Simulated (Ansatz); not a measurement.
`C[CH2][InH][SH]` + `C/C=C\C` → `C/C=C(\C)CC` + `[SH][InH2]`  (formal exchange of groups at a C–In bond)

Program: Ansatz. Geometries: PBE0-D4/def2-TZVP. ΔE: electronic, gas phase. CCSD(T)/CBS is the MP2 limit (def2-TZVPP, def2-QZVPP) plus CCSD(T) − MP2 in def2-TZVPP, frozen cores. Double bonds are as drawn, so ΔE can hold a change between cis and trans. DFT in def2-TZVPP. HSE06 is defined as in plane-wave codes. Elements past krypton have def2 core potentials. For In outer-core shells are correlated without core-valence functions, which leaves a few kJ/mol of doubt a bond. Each species was taken in one conformer, which may not be the lowest.

```tsv
level	ΔE (kJ/mol)
LDA (SPW92)	-6.5
HSE06-D4	2.2
PBE-QIDH	2.7
CAM-B3LYP	1.9
```

**Question.** What does CCSD(T)/CBS give? (Estimate.)

**Answer.** Ansatz gave: +9.8 kJ/mol. The listed levels differ from it by -16.3, -7.6, -7.1, -7.9 kJ/mol.

Largest T1 diagnostic among the species: 0.014.

The D4 term adds −3.5 kJ/mol with B3LYP and −2.1 kJ/mol with PBE0; it sums over pairs of atoms, weighted by their polarisabilities, and B3LYP, whose exchange is more repulsive, gets the larger term. In def2-TZVPP, CCSD(T) changes the Hartree–Fock value by +6.9 kJ/mol (the triples alone add +0.6 kJ/mol) and MP2 by +10.2 kJ/mol.

CCSD(T)/CBS has its own doubt, a few kJ/mol and more with outer-core shells, so smaller differences from it don't rank the levels.

B3LYP here is the variant with VWN-RPA as its local correlation; programs differ in this.
